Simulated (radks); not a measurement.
Values are calculated unless marked as measured or tabulated.
Q: Valence configurations of Zr I (all share [Kr]). Code: a radial shooting solver on a logarithmic mesh with Libxc functionals. Model: Dirac Kohn-Sham, BLYP, spin-unpolarised, spherical densities, finite nucleus; open shells are shared between the two j in proportion to 2j + 1; Fermi nuclear charge, rms radius 4.2694 fm. Order these by energy: 4d2 5p2; 4d2 5s0.5 5p1.5; 4d2.5 5s1.5; 4d1 5s2 5p1; 4d4; 4d3 5s1; 4d2 5s1 5p1; 4d2 5s2; 4d1.5 5s2 5p0.5; 5s2 5p2.

A: From the lowest, in eV above it: 4d2 5s2 0.000; 4d2.5 5s1.5 0.534; 4d3 5s1 1.240; 4d1.5 5s2 5p0.5 1.260; 4d1 5s2 5p1 2.990; 4d4 3.030; 4d2 5s1 5p1 3.055; 4d2 5s0.5 5p1.5 4.656; 4d2 5p2 6.302; 5s2 5p2 7.996. NIST lists [Kr] 4d2 5s2 as the ground configuration; this level of theory agrees among the configurations tried. The energies are those of spherical spin-averaged densities, not of single terms.
